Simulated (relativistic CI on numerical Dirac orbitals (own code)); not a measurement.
Magnetism of Hf3+, 5d, in a crystal field

Calculated by Dirac-Coulomb-Breit CI, separate exchange-only KLI orbitals for each configuration, QED by a radiative potential, valence Slater integrals scaled by 0.8, one configuration in a parametric crystal field (own radial code).

Field parameters in Wybourne normalisation: D3d B²₀ = −7Dσ, B⁴₀ = −14Dq − 21Dτ, B⁴₃ = −14√(10/7) Dq. The field is a parameter set, without covalency.

S is read from ⟨S²⟩ = S(S + 1).

Powder χT (cm³ K mol⁻¹) by Van Vleck's formula, with temperature-independent terms:

```tsv
Field	2 K	5 K	10 K	20 K	50 K	100 K	200 K	300 K
D3d, 10Dq = 37050, Dσ = -1200, Dτ = -110 cm⁻¹	0.00588	0.00647	0.00745	0.0094	0.0153	0.025	0.0446	0.0644
D3d, 10Dq = 37050, Dσ = 1200, Dτ = -110 cm⁻¹	0.11	0.111	0.111	0.113	0.117	0.123	0.136	0.149
D3d, 10Dq = 37050, Dσ = 980, Dτ = -110 cm⁻¹	0.0836	0.084	0.0847	0.0862	0.0907	0.0981	0.113	0.128
D3d, 10Dq = 37050, Dσ = 760, Dτ = -110 cm⁻¹	0.0535	0.054	0.0548	0.0565	0.0616	0.07	0.0869	0.104
D3d, 10Dq = 37050, Dσ = 550, Dτ = -110 cm⁻¹	0.0251	0.0256	0.0266	0.0285	0.0342	0.0438	0.0628	0.0817
D3d, 10Dq = 37050, Dσ = 330, Dτ = -110 cm⁻¹	0.00538	0.00603	0.00711	0.00927	0.0158	0.0265	0.0475	0.0685
D3d, 10Dq = 37050, Dσ = 110, Dτ = -110 cm⁻¹	0.00251	0.00322	0.00439	0.00675	0.0138	0.0259	0.0491	0.071
D3d, 10Dq = 37050, Dσ = -110, Dτ = -110 cm⁻¹	0.00279	0.00345	0.00455	0.00674	0.0133	0.0243	0.0469	0.0705
```

(1) For D3d, 10Dq = 37050, Dσ = 1200, Dτ = -110 cm⁻¹: what effective moment follows at 300 K?

## Answers

(1) μ_eff = √(8χT) = 1.09 μB. The ground level has S = 0.50; the spin-only moment for S = 1/2 is 1.73 μB. The difference comes from the orbital moment, spin-orbit mixing of terms and temperature-independent paramagnetism, all larger in this ionic model than in covalent complexes.
